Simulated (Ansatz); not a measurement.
Diatomic BCl, closed-shell singlet (the spin of the measured ground state).

D_e counts from the fitted minimum to each atom's lowest state at the same level, without counterpoise. The singlet is restricted.

Frozen-core correlation. CBS(a, b) extrapolates the correlation energy as X⁻³ and adds the Hartree–Fock energy of set b.

Programs: Ansatz (Gaussian orbitals). Each number belongs to the level named beside it.

| level | bond energy D_e (eV) |
|---|---|
| PBE/def2-TZVPP | 5.534 |
| B3LYP/def2-TZVPP | 5.173 |
| CAM-B3LYP/def2-TZVPP | 5.160 |
| wB97M-V/def2-TZVPP | 5.454 |
| B2PLYP/def2-TZVPP | 5.218 |
| CCSD/def2-TZVPP | ___ |
| CCSD(T)/def2-TZVPP | 5.163 |
| CCSD(T)/def2-QZVPP | 5.248 |
| CCSD(T)/CBS(def2-TZVPP, def2-QZVPP) | 5.311 |

Some entries are withheld; supply them.


- CCSD/def2-TZVPP, bond energy D_e (eV): 4.981

Doubts at one or more of the structures used: a restricted determinant that unrestricted orbitals would lower (CCSD/def2-TZVPP, CCSD(T)/def2-TZVPP, CCSD(T)/def2-QZVPP, CCSD(T)/CBS(def2-TZVPP, def2-QZVPP)).

Ansatz is a quantum-chemistry and plane-wave program.
